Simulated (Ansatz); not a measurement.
C7H12O2 can be A, `CCC(C(C)=O)C(C)=O`, or B, `CC(C)(C)C(=O)CC=O`.

Isolated molecules relaxed with PBE0-D4/def2-TZVP in Ansatz; ΔE leaves out vibrations. CBS: MP2 limit from def2 TZ/QZ plus the TZ coupled-cluster correction, frozen cores. DFT in def2-TZVPP. B3LYP here is the variant with VWN-RPA as its local correlation; programs differ in this. One conformer a species, not always the lowest.

**Question.** Which is lower in electronic energy at CCSD(T)/CBS, and by how much? (An estimate is asked.)

**Answer.** Computed: A, by 6.2 kcal/mol.

**Question.** Give E(B) − E(A) in kcal/mol with B2PLYP, B3LYP-D4, LDA (SPW92), PBE0-D4, CCSD/def2-TZVPP, r2SCAN-D4, CCSD(T)/def2-SVP. (An estimate is asked.)

**Answer.** Ansatz gave: B2PLYP 7.2, B3LYP-D4 7.8, LDA (SPW92) 8.0, PBE0-D4 7.9, CCSD/def2-TZVPP 6.1, r2SCAN-D4 8.0, CCSD(T)/def2-SVP 5.7. None reverses the order clearly.

Largest T1 diagnostic: 0.014.

In def2-TZVPP, CCSD(T) changes the Hartree–Fock value by −1.9 kcal/mol (the triples alone add −0.2 kcal/mol) and MP2 by −2.3 kcal/mol. Leaving LDA and LC-ωPBE aside and taking each functional with its dispersion term where it has one, the values, not all of them listed here, spread over 1.0 kcal/mol, from PBE-QIDH to r2SCAN-D4.
